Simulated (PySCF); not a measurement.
These 5 structures share the formula C4H7FSi. Computed with PBE0-D3(BJ)/def2-SVP geometry optimisation, gas phase in PySCF. Energies are electronic, without zero-point or thermal terms, for one conformer each. No frequencies were run at this level. Point groups hold within 0.08 Å.

Question: Rank from lowest to highest electronic energy at this level (kJ/mol).
A. `[F:1][C@H:2]1[CH2:3][CH:4]=[CH:5][SiH2:6]1` with F1–C2–C3–C4 94°, C2–C3–C4–C5 16°, C4–C5–Si6–C2 -11°, F1–C2–Si6–C5 -97°
B. `[CH:1]#[C:2][CH2:3][CH2:4][SiH2:5][F:6]` with C2–C3–C4–Si5 -179°, C3–C4–Si5–F6 59°
C. `FC1=CC[SiH2]C1`
D. `F/C=C1\CC[SiH2]1`
E. `[F:1]/[CH:2]=[CH:3]/[C@@H:4]1[CH2:5][SiH2:6]1` with C2–C3–C4–C5 -142°

Answer: C (0.0), B (23.6), A (45.6), D (95.7), E (159.4).

As drawn, the highest has a three-membered ring, which the lowest lacks.

```csv
SMILES,E (Eh),E rel (kJ/mol),dipole (D),point group,"A, B, C (MHz)"
FC1=CC[SiH2]C1,-545.28122,0.0,1.21,Cs,"5542, 2253, 1666"
C#CCC[SiH2]F,-545.27223,23.6,1.42,C1,"9192, 1114, 1049"
F[C@H]1CC=C[SiH2]1,-545.26385,45.6,1.83,C1,"3818, 3087, 2054"
F/C=C1\CC[SiH2]1,-545.24478,95.7,0.92,Cs,"6108, 1797, 1437"
F/C=C/[C@@H]1C[SiH2]1,-545.22049,159.4,1.83,C1,"9038, 1173, 1119"
```
